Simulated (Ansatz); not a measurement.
C₄H₇B (`C=C1CB1C`), relaxed with RKS PBE0-D4/def2-TZVP in the Gaussian-basis code of Ansatz from a PBE-D4/def2-SVP geometry. The force threshold is 0.005 eV/Å; the program also tests the step.

Charge 0, multiplicity 1.

Start:

```xyz
12

C    -0.762    1.423    1.567
C    -0.231    0.454    0.801
C     0.511   -0.859    0.930
B     0.099   -0.291   -0.470
C     0.150   -0.439   -2.012
H    -0.699    1.403    2.671
H    -1.289    2.285    1.119
H    -0.016   -1.725    1.383
H     1.577   -0.833    1.240
H     1.178   -0.134   -2.320
H     0.043   -1.492   -2.346
H    -0.560    0.208   -2.565
```

```json
{"step": "1", "energy (eV)": "-4931.9956", "largest force (eV/Å)": "0.546", "largest move (Å)": "0.000"}
{"step": "2", "energy (eV)": "-4932.0479", "largest force (eV/Å)": "0.152", "largest move (Å)": "0.031"}
{"step": "3", "energy (eV)": "-4932.0516", "largest force (eV/Å)": "0.093", "largest move (Å)": "0.016"}
{"step": "4", "energy (eV)": "-4932.0517", "largest force (eV/Å)": "0.083", "largest move (Å)": "0.005"}
{"step": "5 (rejected)", "energy (eV)": "-4932.0508", "largest force (eV/Å)": "0.135", "largest move (Å)": "0.020"}
{"step": "6", "energy (eV)": "-4932.0524", "largest force (eV/Å)": "0.024", "largest move (Å)": "0.010"}
{"step": "7", "energy (eV)": "-4932.0525", "largest force (eV/Å)": "0.009", "largest move (Å)": "0.007"}
{"step": "8 (rejected)", "energy (eV)": "-4932.0525", "largest force (eV/Å)": "0.015", "largest move (Å)": "0.002"}
{"step": "9", "energy (eV)": "-4932.0525", "largest force (eV/Å)": "0.009", "largest move (Å)": "0.001"}
{"step": "10", "energy (eV)": "-4932.0526", "largest force (eV/Å)": "0.013", "largest move (Å)": "0.004"}
{"step": "11", "energy (eV)": "-4932.0526", "largest force (eV/Å)": "0.011", "largest move (Å)": "0.003"}
{"step": "12", "energy (eV)": "-4932.0526", "largest force (eV/Å)": "0.004", "largest move (Å)": "0.005"}
```

End:

```xyz
12

C    -0.753    1.406    1.549
C    -0.238    0.443    0.800
C     0.511   -0.854    0.926
B     0.105   -0.286   -0.460
C     0.151   -0.432   -1.994
H    -0.688    1.396    2.635
H    -1.265    2.252    1.100
H    -0.015   -1.713    1.347
H     1.552   -0.816    1.253
H     1.159   -0.129   -2.310
H     0.040   -1.470   -2.318
H    -0.559    0.201   -2.529
```

Run time 35 s (4 threads of a server CPU on a shared host); peak host memory 0.45 GiB.
